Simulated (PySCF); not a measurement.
Species: C6H13O (doublet state).
Numbering: `[CH3:1][C:2]([CH3:3])[O:4][CH:5]([CH3:6])[CH3:7]` (hydrogens: H8, H9, H10 on C1; H11, H12, H13 on C3; H14 on C5; H15, H16, H17 on C6; H18, H19, H20 on C7)

Structure used (GFN2-xTB), in Å, numbered top down from 1:
```xyz
20
C6H13O angstrom
C      1.8881    0.0411    1.8034
C      1.1467    0.1225    0.5133
C      1.9021    0.0885   -0.7748
O     -0.1358   -0.3805    0.6089
C     -1.0131   -0.2386   -0.4912
C     -2.2020   -1.1552   -0.2186
C     -1.4625    1.2171   -0.6443
H      1.1920    0.1608    2.6297
H      2.6453    0.8223    1.8548
H      2.3962   -0.9235    1.9290
H      2.9167    0.4313   -0.5931
H      1.9573   -0.9239   -1.1956
H      1.4576    0.7329   -1.5361
H     -0.5118   -0.5644   -1.4145
H     -2.9121   -1.1012   -1.0389
H     -1.8617   -2.1814   -0.1073
H     -2.6935   -0.8528    0.7022
H     -0.6008    1.8668   -0.7777
H     -2.1202    1.3179   -1.5032
H     -1.9937    1.5310    0.2509
```

The hyperfine couplings belong to this conformer and change with its torsions.

The calculation used PySCF 2.14.0, UKS B3LYP, pcH-1 on C H O, non-relativistic, mean-field spin-orbit, GIAO. One conformer (not necessarily the lowest) at the GFN2-xTB geometry, without solvent, vibrations or thermal averaging. A GFN2-xTB geometry isn't a minimum of the functional, and hyperfine couplings can be far from their values at a DFT geometry. Stability of the SCF solution: not tested.

(1) Give the principal g shifts and their parts.

(2) What effective moment and Curie constant follow for a powder?

(3) What are the electron Larmor frequencies g μB B/h along the three axes at 350 mT?

(4) At 9.511 GHz, how far is the centre of the isotropic spectrum from where a free electron (g = 2.002319) resonates?

(5) In a frozen sample, at which fields do the three g values resonate at 9.5, 34, 94 and 263 GHz (hyperfine left aside), and which band first spreads them over more than twice a line width of 0.3 mT?

## Answers

(1) 
```
                    Δg (ppm)     1     2     3
relativistic mass correction  -182  -182  -182
            gauge correction    -4    42    49
   orbital Zeeman/spin–orbit   -28  1193  1808
                       total  -214  1053  1675
```

So g = 2.00211, 2.00337, 2.00399 and g_iso = 2.00316; the tensor is rhombic: the two nearest values differ by 33 % of g3 − g1. Axes: g3 points within 8° of the C1–C2 bond.

(2) With the mean of g² = 4.0126 and S(S+1) = 0.75: μ_eff = √(⟨g²⟩S(S+1)) = 1.735 μB and χT = 0.12505·⟨g²⟩·S(S+1) = 0.376 cm³ K/mol (cgs; spin-Hamiltonian part alone).

(3) 9.8077, 9.8139, 9.8169 GHz for g1, g2 and g3, a range of 9.2 MHz.

(4) B = hν/(g μB) with μB/h = 13.99624 MHz/mT gives 339.38 mT for the free electron and 339.23 mT at g_iso, 0.14 mT lower.

(5) 
```tsv
band	GHz	B(g3) mT	B(g2) mT	B(g1) mT	spread mT
X	9.5	338.70	338.81	339.02	0.32
Q	34.0	1212.19	1212.57	1213.33	1.14
W	94.0	3351.35	3352.39	3354.51	3.16
J	263.0	9376.65	9379.56	9385.50	8.84
```

The spread grows in proportion to the frequency. Q band is the first where it exceeds 0.6 mT.

The Mulliken spin populations are largest on C2 (+0.86), O4 (+0.09), C1 (-0.07) and H12 (+0.07). C2 is the only atom above +0.15. The angles at C2 add up to 353.5°, so it is slightly pyramidal.

The HOMO–LUMO gaps are 5.19 eV among the α and 7.38 eV among the β orbitals.
